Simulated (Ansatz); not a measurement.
`N#[C][SnH3]` + F• → `N#[C][SnH2]`• + H–F  (hydrogen abstraction from the Sn–H bond)

Gas-phase electronic energies from Ansatz, PBE0-D4/def2-TZVP geometries. CCSD(T)/CBS is the MP2 limit (def2-TZVPP, def2-QZVPP) plus CCSD(T) − MP2 in def2-TZVPP, frozen cores. This one scheme is used for every species, atoms too. DFT in def2-TZVPP. B3LYP here is the variant with VWN-RPA as its local correlation; programs differ in this. Open shells (•) are unrestricted, without spin–orbit coupling. Spin–orbit coupling would lower the free atoms: a little for F. def2 core potentials past Kr. For Sn outer-core shells are correlated without core-valence functions, so the limit isn't a true one: a few kJ/mol of doubt a bond, and 10 to 20 or more in all where bonds break to atoms.

`N#[C][SnH3]`:

Cartesian coordinates in Å:
```
N 0.738 -0.589 2.426
C 0.412 -0.326 1.353
Sn -0.188 0.150 -0.616
H 0.931 1.290 -1.185
H -0.137 -1.305 -1.486
H -1.756 0.780 -0.491
```

`N#[C][SnH2]`•:

```xyz
5

N     1.263    0.220    2.037
C     0.725    0.182    1.017
Sn   -0.157    0.214   -0.906
H    -0.078   -1.396   -1.476
H    -1.753    0.780   -0.672
```

H–F:

Z-matrix (Å, degrees):
```
F
H 1 0.920
```

```
             level  ΔE (kJ/mol)  difference from CCSD(T)/CBS
       LDA (SPW92)       -317.8                        -63.9
           BLYP-D4       -267.3                        -13.4
         r2SCAN-D4       -255.5                         -1.6
           PBE0-D4       -249.4                          4.5
           ωB97M-V       -248.6                          5.3
              BLYP       -268.9                        -15.0
            r2SCAN       -255.8                         -1.9
             B3LYP       -252.9                          1.0
             BHLYP       -219.5                         34.4
         CAM-B3LYP       -249.6                          4.3
     CCSD/def2-SVP       -216.9                         37.0
    MP2/def2-TZVPP       -266.7                        -12.8
   CCSD/def2-TZVPP       -235.4                         18.5
CCSD(T)/def2-TZVPP       -241.7                         12.2
    MP2/def2-QZVPP       -274.2                        -20.3
      HF/CBS(def2)       -152.3                        101.6
       CCSD(T)/CBS       -253.9                            0
```

Question: What do rigid-rotor, harmonic-oscillator terms from PBE0-D4/def2-TZVP frequencies (298.15 K, 1 bar) make of the CCSD(T)/CBS value? (Estimate.)

Answer: Ansatz gave: ΔZPE = +3.3 kJ/mol, ΔH = -248.7 kJ/mol, ΔS = 24 J/(mol·K), ΔG = -255.8 kJ/mol. Open shells count their whole term as degenerate.

Largest T1 diagnostic among the species: 0.018.

In def2-TZVPP, CCSD(T) changes the Hartree–Fock value by −90.9 kJ/mol (the triples alone add −6.2 kJ/mol) and MP2 by −115.9 kJ/mol. Leaving LDA and LC-ωPBE aside and taking each functional with its dispersion term where it has one, the values, not all of them listed here, spread over 55.9 kJ/mol, from PBE-D4 to BHLYP-D4. LDA lies −42.4 kJ/mol from PBE without D4.

CCSD(T)/CBS has its own doubt, a few kJ/mol and more with outer-core shells, so smaller differences from it don't rank the levels.
